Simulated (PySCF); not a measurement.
# Dipole response of Au³⁺ (gold, charge +3)

[Xe] 4f14 5d8, high-spin 3F determinant. Computed with PySCF 2.14 in aug-cc-pwCVTZ-PP with ECP60MDF (8s8p7d4f3g, 122 functions), with a scalar-relativistic core potential. Coupled (time-dependent) response in atomic units; α is the mean over directions.

| method | mean α (bohr³) | C₆ (like pair) | S(−4) |
| --- | --- | --- | --- |
| UHF | 5.649 | 31.99 | 4.916 |
| PBE | 6.157 | 35.33 | 6.467 |

S(−4) is the Cauchy moment in α(ω) = α(0) + S(−4) ω² + …

Spin-orbit coupling is absent.

α(iu) at PBE:

```tsv
u (hartree)	α(iu) (bohr³)
0	6.157
0.0500	6.140
0.100	6.093
0.200	5.915
0.300	5.655
0.500	5.024
0.750	4.243
1.00	3.577
1.50	2.588
2.00	1.928
3.00	1.160
5.00	0.5319
```

A single London oscillator, α(iu) = α/(1 + u²/ω²), gives C₆ = (3/4) ω α². Matching the computed C₆ needs ω = 4 × 35.33 / (3 × 6.157²) = 1.24 hartree.

For an ion, C₆ is the dispersion term alone; charge-induced terms of lower order in 1/R come first.

Energies and moments cover only the electrons outside the core potential. Spin-orbit coupling, absent here, splits the open shell strongly.
